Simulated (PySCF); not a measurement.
C₆ coefficients of unlike pairs at PBE

Calculated with PySCF 2.14 from the dipole response of each species, C₆(A,B) = (3/π) ∫ α_A(iu) α_B(iu) du, in atomic units, from isotropic polarisabilities. For ions this is the dispersion term alone; charge-induced terms of lower order in 1/R come first.

```csv
species,configuration,basis,relativity,α (bohr³),C₆ (like pair)
Al⁺,[Ne] 3s2 (1S),aug-cc-pVTZ-DK (6s5p3d2f),spin-free X2C,23.99,120.4
Co⁺,[Ar] 3d8 (3F),aug-cc-pVTZ-DK (8s7p5d3f2g),spin-free X2C,9.869,33.21
P,[Ne] 3s2 3p3 (4S),dyall-acv3z (19s12p6d4f),spin-free X2C,27.46,205.6
Pd⁺,[Kr] 4d9 (2D),aug-cc-pVTZ-PP with ECP28MDF (6s6p5d3f2g),core potential,12.03,73.59
```

**Question.** Estimate C₆ for Pd⁺ with P.

**Answer.** The integral gives 115.3. The combination rule 2 C_A C_B / (C_A α_B/α_A + C_B α_A/α_B) gives 117.2 and the geometric mean 123.0.

No spin-orbit coupling is included.

The other pairs:

| pair | C₆ |
| --- | --- |
| Pd⁺, Al⁺ | 83.18 |
| P, Al⁺ | 155.6 |
| Co⁺, Al⁺ | 58.37 |
| P, Co⁺ | 79.32 |
| Pd⁺, Co⁺ | 49.07 |
